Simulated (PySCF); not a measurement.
Electron correlation in Br (bromine, neutral)

[Ar] 3d10 4s2 4p5, 2P determinant. All numbers are calculated (PySCF 2.14, scalar relativity by spin-free X2C-1e, in x2c-TZVPall (6s5p4d1f, 48 functions)). Frozen: [Ar] 3d10; 7 electrons correlated.

MP2 pair energies summed by pair of shells (mhartree):

```
 pair  energy  share (%)
4p-4p  -81.44       60.7
4s-4p  -44.56       33.2
4s-4s   -8.06        6.0
```

Total MP2 correlation energy: -134.06 mhartree.

Same-spin part -30.50 and opposite-spin part -103.57 mhartree; SCS-MP2 scales them by 1/3 and 6/5 to -134.45 mhartree.

```
  level  correlation energy (mhartree)
   CCSD                        -153.22
    (T)                          -4.49
CCSD(T)                        -157.71
```

Diagnostics: T1 = 0.0062, D1 = 0.0204, largest double amplitude 0.045.

Is a single reference adequate?

Yes, within this model without spin-orbit coupling: T1 lies below 0.03 and no double amplitude reaches 0.07.
